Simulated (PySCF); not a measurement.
Compound: C6H4FNO.
Atom-mapped SMILES: `[N:1]#[C:2][C:3]1([F:4])[CH:5]=[CH:6][O:7][CH:8]=[CH:9]1`

Cartesian coordinates in Å at the GFN2-xTB level; atoms count from 1:
```xyz
13
C6H4FNO angstrom
N     -0.404   -2.269    2.134
C     -0.318   -1.707    1.144
C     -0.190   -0.923   -0.082
F     -0.394   -1.800   -1.171
C      1.186   -0.327   -0.177
C      1.366    0.984   -0.286
O      0.379    1.909   -0.295
C     -0.888    1.441   -0.237
C     -1.228    0.162   -0.121
H      2.018   -1.010   -0.186
H      2.340    1.442   -0.369
H     -1.611    2.242   -0.284
H     -2.260   -0.143   -0.088
```

NICS = −σ at a ghost point: NICS(0) at the centroid of the ring atoms, NICS(1) 1 Å to either side along the normal of their mean plane, zz for the tensor component along that normal. Level: GIAO PBE0/pcSseg-1 (PySCF, non-relativistic, gas phase) on the GFN2-xTB geometry, one conformer.

Ring bond lengths (Å), with Mayer bond orders in brackets: C3–C5 1.502 (1.03), C5–C6 1.329 (1.79), C6–O7 1.352 (1.02), O7–C8 1.352 (1.02), C8–C9 1.329 (1.79), C9–C3 1.502 (1.03).

Task: Give the NICS values of each ring in ppm.

Result: 
| ring | type | NICS(0) | NICS(1), two faces | NICS(1)zz, two faces | rms pucker (Å) | centre to ring atoms, mean (Å) |
| --- | --- | --- | --- | --- | --- | --- |
| C3–C5–C6–O7–C8–C9 | 6-membered ring with O; formal bonds 2 double, 4 single | -1.2 | -3.7 / -2.8 | -4.1 / -1.9 | 0.01 | 1.39 |

Task: What can be read from them?

Result: 
- C3–C5–C6–O7–C8–C9: mean NICS(1)zz -3.0 ppm, shielded. C3 has four or more neighbours, and the NICS criterion for π rings isn't applied.

Time: 23 s; peak memory 0.77 GiB. Hardware: Arm Neoverse V2, one thread, shared host. This is the whole shielding run at PBE0/pcSseg-1, SCF included.
